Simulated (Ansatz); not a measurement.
Total energies of C$_{3}$H$_{11}$InS, SMILES `[CH3][In-]([CH3])([CH3])[SH2+]`.

| atom | x (Å) | y (Å) | z (Å) |
| --- | --- | --- | --- |
| C1 | -1.265 | -1.596 | 0.771 |
| In2 | 0.293 | -0.329 | -0.060 |
| C3 | 0.906 | -0.583 | -2.123 |
| C4 | 1.517 | 0.851 | 1.296 |
| S5 | -1.577 | 1.895 | -0.532 |
| H6 | -0.858 | -2.579 | 1.022 |
| H7 | -2.074 | -1.750 | 0.053 |
| H8 | -1.681 | -1.167 | 1.686 |
| H9 | 0.052 | -0.822 | -2.759 |
| H10 | 1.387 | 0.319 | -2.505 |
| H11 | 1.623 | -1.404 | -2.203 |
| H12 | 0.948 | 1.166 | 2.173 |
| H13 | 1.916 | 1.737 | 0.797 |
| H14 | 2.367 | 0.261 | 1.647 |
| H15 | -2.506 | 1.365 | 0.279 |
| H16 | -1.048 | 2.636 | 0.456 |

Total charge 0; spin multiplicity 1. Correlated methods include outer-core shells of In, which these sets cover unevenly. In takes the def2 core potential. The structure was optimised at the PBE0-D4/def2-TZVP level. It is one conformer, not always the lowest. Basis def2-TZVPP, Ansatz 0.2.0.

RPA on PBE orbitals: Hartree–Fock energy of these orbitals -706.72561 Eh, correlation -1.71485 Eh (frozen core).

```
 functional  energy without D4 (Eh)  D4 term (kJ/mol)
LDA (SPW92)              -706.43855                 –
     r2SCAN              -709.27874              -8.7
     B97M-V              -709.21691                 –
       PBE0              -709.01911             -27.8
      B3LYP              -709.41365             -50.9
    r2SCAN0              -709.23149             -10.3
      BHLYP              -709.14642             -43.4
    ωB97X-V              -709.20110                 –
    ωB97M-V              -709.15121                 –
   PBE-QIDH              -708.71882                 –
```

Task: Give the same for PBE, revPBE, BLYP, r2SCANh, HSE06 (plane-wave form), CAM-B3LYP, LC-ωPBE, B2PLYP. (Estimate.)

Result: Computed: 
| functional | energy without D4 (Eh) | D4 term (kJ/mol) |
| --- | --- | --- |
| PBE | -708.95884 | -31.9 |
| revPBE | -709.25232 | -82.5 |
| BLYP | -709.17989 | -66.1 |
| r2SCANh | -709.25927 | -9.4 |
| HSE06 (plane-wave form) | -709.00177 | -26.4 |
| CAM-B3LYP | -709.22672 | -28.9 |
| LC-ωPBE | -709.16574 | – |
| B2PLYP | -708.84957 | – |

B3LYP takes the VWN-RPA correlation (the form of Gaussian; ORCA's B3LYP/G). HSE06 is the plane-wave form, built on full-range PBE exchange. The double hybrids freeze the cores in their second-order part.

LC-ωPBE has ω = 0.4 bohr⁻¹.
